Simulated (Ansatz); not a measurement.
Molecule: SbH$_{2}$, charge 0, multiplicity 2. 
Geometry from a B3LYP-D3(BJ)/def2-TZVP (Ansatz, a program for electronic structure) optimisation:
SMILES: [SbH2]
```xyz
3

Sb    -0.0160    -0.0195     0.0381
H     -0.5332     1.2693    -0.9731
H      1.3506    -0.2759    -0.9706
```
Charge 0, spin multiplicity 2.

Property: vertical ionisation energy (to the singlet state of charge +1; each state is the SCF solution reached for its spin; for the singlet the Hartree-Fock reference is unstable and T1 is 0.013), in eV. Valence correlation only, unless marked. UHF or UKS for open shells. Spin-orbit coupling is left out. The frozen core is the preceding noble-gas configuration, with the filled d and f shells of earlier blocks. Past Kr the def2 sets carry scalar-relativistic core potentials. Basis-set limits of correlation are two-point, X^-3; Hartree-Fock from the larger set.

```json
[
 {"level": "r2SCAN/def2-TZVPD", "program": "Ansatz", "vertical ionisation energy (eV)": "[?]"},
 {"level": "B3LYP/def2-TZVPD", "program": "Ansatz", "vertical ionisation energy (eV)": "[?]"},
 {"level": "wB97M-V/def2-TZVPD", "program": "Ansatz", "vertical ionisation energy (eV)": "8.65"},
 {"level": "wB97X-V/def2-TZVPD", "program": "Ansatz", "vertical ionisation energy (eV)": "8.62"},
 {"level": "B2PLYP/def2-TZVPD", "program": "Ansatz", "vertical ionisation energy (eV)": "8.62"},
 {"level": "SCS-MP2/def2-SVPD", "program": "Ansatz", "vertical ionisation energy (eV)": "8.39"},
 {"level": "SCS-MP2/def2-TZVPPD", "program": "Ansatz", "vertical ionisation energy (eV)": "8.47"},
 {"level": "SCS-MP2/def2-QZVPPD", "program": "Ansatz", "vertical ionisation energy (eV)": "8.51"},
 {"level": "CCSD/def2-SVPD", "program": "Ansatz", "vertical ionisation energy (eV)": "8.45"},
 {"level": "CCSD/def2-QZVPPD", "program": "Ansatz", "vertical ionisation energy (eV)": "[?]"},
 {"level": "CCSD(T)/CBS(def2-TZVPPD,def2-QZVPPD)", "program": "Ansatz", "vertical ionisation energy (eV)": "8.66"}
]
```

**Question.** What belongs in the gaps?

**Answer.** 
- r2SCAN/def2-TZVPD, vertical ionisation energy (eV): 8.88
- B3LYP/def2-TZVPD, vertical ionisation energy (eV): 8.73
- CCSD/def2-QZVPPD, vertical ionisation energy (eV): 8.59
